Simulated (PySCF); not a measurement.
Compound: C2H7NO2Si.
SMILES: `N[SiH]1OCCO1`

The closed-shell ground state was solved at several levels (PySCF, density fitting, gas phase, non-relativistic). The structure is a single PBE0-D3(BJ)/def2-SVP conformer in the gas phase; no vibrational or solvent corrections.

```tsv
level	basis functions	total energy (Eh)	HOMO (eV)	LUMO (eV)	gap (eV)	dipole (D)
PBE0/def2-SVP	123	-574.4680	-7.42	1.66	9.08	1.09
PBE0/IGLO-III	289	-574.9189	-7.59	0.64	8.23	0.96
PBE0/STO-3G	41	-567.6561	-3.63	7.17	10.80	0.89
PBE0/pcSseg-1	144	-574.7348	-7.56	1.32	8.88	1.03
LDA/pcSseg-1	144	-571.7797	-6.14	0.28	6.42	1.10
PBE0/pcSseg-0	72	-573.7513	-7.49	1.79	9.28	1.05
BP86/pcSseg-1	144	-575.2066	-6.13	0.47	6.60	1.07
B3LYP/cc-pVTZ	282	-575.3658	-7.29	0.74	8.03	1.00
OPBE/pcSseg-1	144	-574.9827	-6.00	0.57	6.57	1.08
PBE/pcSseg-1	144	-574.6965	-6.01	0.40	6.41	1.08
BLYP/pcSseg-1	144	-575.0908	-5.89	0.38	6.27	1.07
B3LYP/def2-TZVP	234	-575.3788	-7.35	0.60	7.95	0.98
PBE0/pcSseg-2	321	-574.9218	-7.63	0.52	8.15	0.95
```

Q: Estimate the row for mPW1PW91/pcSseg-1, a basis of 144 functions; the other rows only guide the guess.

A: Total energy -575.1130 Eh, HOMO -7.60 eV, LUMO 1.29 eV, gap 8.89 eV, dipole 1.01 D.

Q: Over all these levels, which gives the widest orbital gap and which the narrowest?

A: PBE0/STO-3G (global hybrid, 25 % exact exchange) has the widest, 10.80 eV, and BLYP/pcSseg-1 (GGA) the narrowest, 6.27 eV. Functional and basis both differ between the two, so the spread mixes both effects.

Q: How much does the basis alone move the frontier levels among the 6 PBE0 rows?

A: The HOMO by 4.00 eV and the LUMO by 6.65 eV. By rising basis size (HOMO, LUMO in eV): STO-3G -3.63, 7.17; pcSseg-0 -7.49, 1.79; def2-SVP -7.42, 1.66; pcSseg-1 -7.56, 1.32; IGLO-III -7.59, 0.64; pcSseg-2 -7.63, 0.52.

Q: How far do the dipole and the HOMO energy spread over the levels?

A: The dipole runs from 0.89 to 1.10 D (mean 1.03 D) and the HOMO from -7.63 to -3.63 eV.
